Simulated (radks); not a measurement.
Values are calculated unless marked as measured or tabulated.
Problem. The neodymium ion Nd5+ is in [Xe] 4f(5/2: 1, 7/2: 0). Level of theory: Dirac Kohn-Sham, relativistic LDA (MacDonald-Vosko exchange, VWN5 correlation), spin-unpolarised, spherical densities, finite nucleus; Fermi nuclear charge, rms radius of each element as measured or else 0.836 A^(1/3) + 0.57 fm (a radial shooting solver on a logarithmic mesh with Libxc functionals). Sub-shells are occupied by j as written (lower j first in brackets). One electron is removed from 5s1/2, 5p3/2, 4f5/2, 5p1/2 in turn, with full relaxation. Which removal costs least, and what does each cost?

Solution. 4f5/2 83.299 eV; 5p3/2 84.144 eV; 5p1/2 88.612 eV; 5s1/2 107.62 eV. The 4f5/2 electron leaves first.
